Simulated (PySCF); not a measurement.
Zn²⁺: excitation energy

Zn²⁺ [Ar] 3d10 (1S) → Zn²⁺ [Ar] 3d9 4s1 (3D), as a difference of total energies. Computed with PySCF 2.14 in def2-QZVPPD (11s6p5d4f2g, 100 functions), with the non-relativistic Hamiltonian (point nucleus). Correlated levels: valence: [Ar] frozen. The calculations carry no spin-orbit coupling.

| method | excitation energy (cm⁻¹) |
| --- | --- |
| UHF | 70475 |
| MP2 (valence) | 87725 |
| SCS-MP2 (valence) | 86266 |
| CCSD (valence) | 82894 |
| CCSD(T) (valence) | 83522 |

A first-order spin-orbit estimate (lowest level to lowest level, LS coupling) adds -0.151 eV.
